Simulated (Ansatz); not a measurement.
`F[Si]Br` + `CNC` → `CN(C)[Si]Br` + H–F at 298.15 K and 1 bar (ligand exchange at the Si–F bond).

Program: Ansatz. Geometries: PBE0-D4/def2-TZVP. ΔE: electronic, gas phase. CCSD(T)/CBS is the MP2 limit (def2-TZVPP, def2-QZVPP) plus CCSD(T) − MP2 in def2-TZVPP, frozen cores. This one scheme is used for every species. For Br outer-core shells are correlated without core-valence functions, which leaves a few kJ/mol of doubt a bond. Scalar relativity is left out up to krypton. One conformer a species, not always the lowest.

```tsv
species	CCSD(T)/CBS energy (Eh)	H − E (kJ/mol)	S (J/(mol·K))
`F[Si]Br`	-2962.26094	21.2	287.3
`CNC`	-135.00321	256.9	271.4
`CN(C)[Si]Br`	-2996.85389	242.2	353.8
H–F	-100.39570	33.5	173.6
```

H − E and S are ideal-gas, rigid-rotor, harmonic terms from PBE0-D4/def2-TZVP, for one conformer and one mirror image of each species. 1 Eh = 2625.50 kJ/mol, R = 8.31446 J/(mol·K).

**Question.** By hand: ΔE, ΔH, ΔS and ΔG.

**Answer.** ΔE = (-2996.85389) + (-100.39570) − (-2962.26094) − (-135.00321) = 0.01456 Eh = 38.2 kJ/mol. Δ(H − E) = 242.2 + 33.5 − 21.2 − 256.9 = -2.4, so ΔH = 35.8 kJ/mol. ΔS = 353.8 + 173.6 − 287.3 − 271.4 = -31.3 J/(mol·K). ΔG = 35.8 − 298.15 × (-31.3)/1000 = 45.1 kJ/mol.

**Question.** By hand: the equilibrium constant, and the temperature at which ΔG would vanish if ΔH and ΔS stayed fixed.

**Answer.** log₁₀ K = −ΔG/(RT ln 10) = -7.9. ΔH and −TΔS have one sign here, so there is no such temperature.

ΔH outweighs TΔS. A doubt of 5 kJ/mol in ΔE shifts log₁₀ K by 0.9 here. Other conformers and mirror images would add mixing entropy, several J/(mol·K) or more a flexible species. These are equilibria of isolated gas molecules and say nothing of rates. Largest T1 diagnostic: 0.012 (customary marks: 0.02 for closed shells, 0.045 for open ones).
